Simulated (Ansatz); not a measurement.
`C[O][Y]([OH])[OH]`. Charge 0, multiplicity 1. Y: def2 effective core potential.

Cartesian coordinates in Å:
```
C 0.124 -2.198 0.276
O 0.059 -0.827 0.102
Y -0.064 1.181 -0.149
O 1.617 2.244 -0.553
O -1.868 2.098 0.008
H -0.870 -2.631 0.451
H 0.756 -2.463 1.135
H 0.550 -2.694 -0.607
H 2.403 2.747 -0.742
H -2.706 2.542 0.080
```

Q: List the harmonic frequencies (cm⁻¹, unscaled) at PBE0-D4/def2-TZVP in Ansatz. (Estimate.)

A: Computed: 7i, 46, 71, 137, 164, 172, 244, 299, 427, 435, 459, 610, 615, 1181, 1183, 1210, 1477, 1490, 1493, 2980, 3035, 3036, 4002, 4003.
